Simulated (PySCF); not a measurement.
Species: C8H13 (doublet state).
Z-matrix (Å and degrees, PBE0-D3(BJ)/def2-SVP geometry), rows numbered from 1:
```
C 
C   1  1.5236
C   2  1.4936  1  115.71
C   3  1.4940  2  119.66  1    42.04
C   4  1.4987  3  114.15  2  -178.48
C   5  1.3366  4  123.58  3     1.31
C   6  1.4986  5  122.96  4    -1.93
C   3  1.4928  2  119.13  1  -160.59
H   1  1.1017  2  111.13  3    57.33
H   1  1.1010  2  111.98  3   -63.06
H   1  1.1006  2  110.92  3   177.25
H   2  1.1138  1  108.56  3   123.04
H   2  1.1042  1  109.53  3  -123.16
H   4  1.1150  3  110.22  2    58.37
H   4  1.1069  3  110.43  2   -55.54
H   5  1.0953  4  116.86  3   179.71
H   6  1.0954  5  119.26  4   177.58
H   7  1.1063  6  109.24  5   100.85
H   7  1.1029  6  109.95  5  -143.69
H   8  1.1025  3  110.25  2    31.18
H   8  1.1131  3  109.21  2   -84.47
```

The hyperfine couplings belong to this conformer and change with its torsions.

The species is `CC[C]1CC=CCC1` [radical].

Computed with UKS B3LYP, IGLO-III on C, pcH-1 on H, non-relativistic, mean-field spin-orbit, GIAO in PySCF 2.14.0. One conformer (not necessarily the lowest) at the PBE0-D3(BJ)/def2-SVP geometry, without solvent, vibrations or thermal averaging. Stability of the SCF solution: not tested.

Task: What is the g tensor, term by term?

Result: 
```csv
Δg (ppm),1,2,3
relativistic mass correction,-137,-137,-137
gauge correction,3,43,33
orbital Zeeman/spin–orbit,1,475,632
total,-133,381,529
```

So g = 2.00219, 2.00270, 2.00285 and g_iso = 2.00258; the tensor is rhombic: the two nearest values differ by 22 % of g3 − g1. Axes: g2 points within 14° of the C3–C4 bond.

Task: What are the electron Larmor frequencies g μB B/h along the three axes at 330 mT?

Result: 9.2476, 9.2500, 9.2507 GHz for g1, g2 and g3, a range of 3.1 MHz.

Task: Average each term over the three axes. Which is largest in size?

Result: The orbital-Zeeman/spin–orbit term 369, the mass correction -137 and the gauge correction 26 ppm, for a total of 259 ppm. The orbital-Zeeman/spin–orbit term is the largest in size. The mass correction is the same along every axis, so the anisotropy comes from the other two: their spans along these axes are 40 (gauge) and 631 ppm (orbital Zeeman/spin–orbit).

Task: In a frozen sample, at which fields do the three g values resonate at 9.5, 34, 94 and 263 GHz (hyperfine left aside), and which band first spreads them over more than twice a line width of 0.3 mT?

Result: 
```json
{"band": "X", "GHz": "9.5", "B(g3) mT": "338.89", "B(g2) mT": "338.92", "B(g1) mT": "339.01", "spread mT": "0.11"}
{"band": "Q", "GHz": "34.0", "B(g3) mT": "1212.88", "B(g2) mT": "1212.97", "B(g1) mT": "1213.29", "spread mT": "0.40"}
{"band": "W", "GHz": "94.0", "B(g3) mT": "3353.27", "B(g2) mT": "3353.52", "B(g1) mT": "3354.38", "spread mT": "1.11"}
{"band": "J", "GHz": "263.0", "B(g3) mT": "9382.02", "B(g2) mT": "9382.71", "B(g1) mT": "9385.12", "spread mT": "3.10"}
```

The spread grows in proportion to the frequency. W band is the first where it exceeds 0.6 mT.

Largest spin populations (Mulliken): C3 (+0.98), C8 (-0.10), C4 (-0.09) and C2 (-0.09). C3 is the only atom above +0.15. The positive populations add up to 1.29 and the negative ones to -0.29, together 2S = 1. The angles at C3 add up to 356.2°, so it is nearly planar.

The HOMO–LUMO gaps are 5.14 eV among the α and 5.39 eV among the β orbitals.
